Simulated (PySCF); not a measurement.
A side-by-side comparison of computed properties.

First species: CH2N2.
InChI=1S/CH2N2/c2-1-3/h2H2

Second species: C3H11FSi2.
SMILES: `CC[SiH2][C@@H](F)[SiH3]`

Levels: B3LYP/def2-SVPD for dipole moment, HOMO energy, LUMO energy, HOMO–LUMO gap, static isotropic polarisability and electronic spatial extent ⟨r²⟩ about the centre of nuclear charge; TDDFT B3LYP/def2-SVPD for lowest singlet excitation; TDA B3LYP/def2-SVPD for lowest triplet excitation (Tamm–Dancoff); GFN2-xTB for rotational constant A and rotational constant C. Geometries: GFN2-xTB. Each structure is a single optimised conformer of the isolated species, non-relativistic unless stated; the electronic structure was computed with PySCF and density fitting.

The conformers computed, where there is a choice (atom-mapped SMILES and torsion angles):
- `[CH3:1][CH2:2][SiH2:3][C@@H:4]([F:5])[SiH3:6]`: C1–C2–Si3–C4 179°, C2–Si3–C4–F5 -69°

**Question.** Which of the two has the higher rotational constant A, and by how much?

**Answer.** The first: 315.071 GHz against 3.340 GHz, a difference of 311.731 GHz.

**Question.** Which has the higher S1 energy?

**Answer.** The second: 6.92 eV against 6.29 eV, a difference of 0.63 eV.

**Question.** Which of the two has the higher T1 energy, and by how much?

**Answer.** The second: 6.46 eV against 6.02 eV, a difference of 0.44 eV.

**Question.** Which has the higher LUMO energy?

**Answer.** The second: 0.08 eV against -0.35 eV, a difference of 0.43 eV.

**Question.** Which of the two has the higher static isotropic polarisability, and by how much?

**Answer.** The second: 93.0 au against 25.6 au, a difference of 67.4 au.

**Question.** Which of the two has the higher dipole moment, and by how much?

**Answer.** The first: 4.68 D against 1.47 D, a difference of 3.21 D.

**Question.** Which of the two has the higher HOMO–LUMO gap, and by how much?

**Answer.** The second: 7.96 eV against 7.41 eV, a difference of 0.55 eV.

**Question.** Which of the two has the higher rotational constant C, and by how much?

**Answer.** The first: 10.162 GHz against 1.011 GHz, a difference of 9.151 GHz.

On the first: S1 lies 1.12 eV below the HOMO–LUMO gap; its leading configuration is HOMO→LUMO, weight 1.00. The vertical singlet–triplet gap S1 − T1 is 0.27 eV (TDDFT singlet less Tamm–Dancoff triplet; S1: HOMO→LUMO, weight 1.00; T1: HOMO→LUMO, weight 0.98).

On the second: The vertical singlet–triplet gap S1 − T1 is 0.46 eV (TDDFT singlet less Tamm–Dancoff triplet; S1: HOMO→LUMO, weight 0.68; T1: HOMO→LUMO, weight 0.47, beside HOMO→LUMO+2, weight 0.44). No computed singlet falls in the visible range (750 to 380 nm, 1.65 to 3.26 eV); S1 lies 3.66 eV above its blue end.
